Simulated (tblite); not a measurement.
Compound: C6H7OSi (doublet state).
Geometry (GFN2-xTB, Å), atoms numbered from 1 in this order:
```
atom  x, y, z in Å
C1     0.2296    3.3865    0.6003
C2    -0.0003    2.2405    0.3267
C3    -0.3052    0.8864    0.0043
C4     0.6543    0.0404   -0.2537
C5     1.6413   -0.8390   -0.5167
C6     2.2612   -1.6222    0.4257
O7    -1.6411    0.5960   -0.0070
Si8   -2.4035   -0.8042   -0.3182
H9     0.4437    4.3855    0.8389
H10    1.9645   -0.9245   -1.5505
H11    3.0397   -2.3088    0.1494
H12    1.9821   -1.5680    1.4626
H13   -1.9749   -1.8485    0.6145
H14   -3.7719   -0.3586   -0.1144
H15   -2.1238   -1.2536   -1.6838
```

The geometry is computed with GFN2-xTB (gas phase). This method treats the open shell by occupation alone, without spin polarisation.

Take the most abundant isotopes and a rigid rotor. The values belong to one conformer with, in the numbering `[CH:1]#[C:2][C:3](=[C:4][CH:5]=[CH2:6])[O:7][SiH3:8]`, C2–C3–O7–Si8 180°.

Question: What are A, B and C (MHz)?

Answer: Ia = 316.44, Ib = 349.76, Ic = 636.49 u·Å²; 505379 MHz·u·Å²/I gives A = 1597, B = 1445, C = 794.0 MHz.

Question: What kind of rotor is it?

Answer: An asymmetric top; Ray's κ = 0.621.

Question: Is it planar, by Δ = Ic − Ia − Ib?

Answer: Not planar: Δ = Ic − Ia − Ib = -29.71 u·Å². For a rigid frame Δ = −2 Σ m c², so Σ m c² = 14.86 u·Å² lies off the ab plane: 7.69 from hydrogen and 7.17 from heavier atoms. The atom farthest from that plane is 1.54 Å away.

Question: Give the other two planar moments, Paa and Pbb, and the rms extents of the mass along the axes.

Answer: Paa = Σ m a² = (Ib + Ic − Ia)/2 = 334.91 and Pbb = Σ m b² = (Ia + Ic − Ib)/2 = 301.58 u·Å². With the mass M = 123.03 u, the rms extents √(P/M) along a, b and c are 1.65, 1.57, 0.35 Å.

Question: List the rotational levels J(Ka,Kc) to J = 2 (MHz).

Answer: Above 0(0,0):
J = 1: 1(0,1) 2239, 1(1,1) 2391, 1(1,0) 3042
J = 2: 2(0,2) 6194, 2(1,2) 6218, 2(1,1) 8171, 2(2,1) 8627, 2(2,0) 9150

For this open shell read J as N, the rotation without spin; fine and hyperfine splittings come on top. Its GFN2-xTB frequencies are all real (lowest 46 cm⁻¹). No vibrational averaging or centrifugal distortion is included, and the geometry carries the error of its method.
